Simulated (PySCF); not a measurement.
How methods differ on the ionisation energy of N(2+)

N(2+) [He] 2s2 2p1 (2P) → N(3+) [He] 2s2 (1S), as a difference of total energies. All numbers are calculated (PySCF 2.14, the spin-free X2C one-electron Hamiltonian (Gaussian nucleus), in aug-cc-pVTZ-DK (5s4p3d2f, 46 functions)). Correlated levels: valence: 1s2 frozen. The calculations carry no spin-orbit coupling.

```
           method  ionisation energy (eV)
              UHF                  47.261
              LDA                  47.829
              PBE                  47.981
             PBE0                  47.966
           r2SCAN                  48.183
            wB97X                  47.759
              M06                  47.815
           M06-2X                  47.565
           PBEsol                  47.722
    MP2 (valence)                  47.448
SCS-MP2 (valence)                  47.399
```

Question: How much does correlation contribute at MP2 (valence)?

Answer: 47.448 − (47.261) = 0.187 eV, measured against UHF.

A first-order spin-orbit estimate (lowest level to lowest level, LS coupling) adds 0.014 eV.

Errors of the correlated levels include the incompleteness of this basis and the frozen core.

For comparison: 47.445 eV (semi-empirical (NIST evaluation); NIST Atomic Spectra Database, ionization energies).
